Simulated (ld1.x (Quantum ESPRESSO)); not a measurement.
**S: excitation energies, all-electron against RRKJ**

* Element: sulfur
* Generator: ld1.x (Quantum ESPRESSO) 7.5
* Type: norm-conserving RRKJ (Kleinman–Bylander form)
* Functional: LDA (PZ)
* Relativity: non-relativistic
* Frozen core: [Ne]
* Valence charge: 6
* Reference configuration: 3s2 3p4
* Partial waves: 3p (bound): rc 1.10 bohr; 3s (bound): rc 1.00 bohr
* Local potential: the s channel
* Core correction: none
* rho0: 0.005

Energies are relative to the spin-unpolarised reference configuration 3s2 3p4; without spin polarisation the order of configurations can differ from experiment. Spin-polarised rows fill each open shell by Hund’s rule, majority spin first.

```
   valence configuration  charge  ΔE all-electron (eV)  error AE − PS (meV)
                 3s2 3p3      +1                11.876                 +8.0
                 3s2 3p2      +2                34.262                  +52
                 3s2 3p1      +3                68.428                 +175
                 3s1 3p4      +1                22.534                  +20
                 3s0 3p6       0                20.342                  +36
               3s2 3p3.5    +0.5                 4.715                 +1.5
               3s2 3p4.3    -0.3                -1.745                 +0.3
3s2 3p4 (spin-polarised)       0                -0.706                  +61
3s2 3p3 (spin-polarised)      +1                 9.912                 +201
```
